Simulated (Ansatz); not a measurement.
```xyz
12

C     1.4000    0.0000    0.0000
C     0.7000    1.2124    0.0000
C    -0.7000    1.2124    0.0000
C    -1.4000    0.0000    0.0000
C    -0.7000   -1.2124    0.0000
C     0.7000   -1.2124    0.0000
H     3.8000    0.0000    0.0000
H     1.2425    2.1521    0.0000
H    -1.2425    2.1521    0.0000
H    -2.4850    0.0000    0.0000
H    -1.2425   -2.1521    0.0000
H     1.2425   -2.1521    0.0000
```

Basis set: def2-TZVP (spherical functions). Charge 0, multiplicity 1.

Computed with Ansatz (development build ahead of 0.2.0); each method stands on the lowest determinant of its kind that the runs found. Restricted functionals stand beside restricted open-shell atoms, which can lie above the unrestricted atoms usual in DFT and then raise those values.

(1) Give the atomization energy at this shape (free ground-state atoms in the same class of orbitals less the molecule, no zero-point energy) of singlet C₆H₆ by ωB97X (unrestricted), PBE0 (unrestricted), PBE0 (restricted), UHF, RHF.

Answers

(1)

| method | atomization energy |
| --- | --- |
| ωB97X (unrestricted) | 5241.0 kJ/mol |
| PBE0 (unrestricted) | 5336.6 kJ/mol |
| PBE0 (restricted) | 5323.1 kJ/mol |
| UHF | 3914.7 kJ/mol |
| RHF | 3774.9 kJ/mol |

Caution: the shape is not the minimum. Caution for ωB97X (unrestricted), PBE0 (unrestricted), PBE0 (restricted): charge can spread falsely over distant fragments. Caution for ωB97X (unrestricted), PBE0 (unrestricted): the unrestricted determinant is spin contaminated. Caution for PBE0 (restricted), RHF: an unrestricted determinant lies well below. Caution for UHF: the unrestricted determinant is a mixture of spin states.
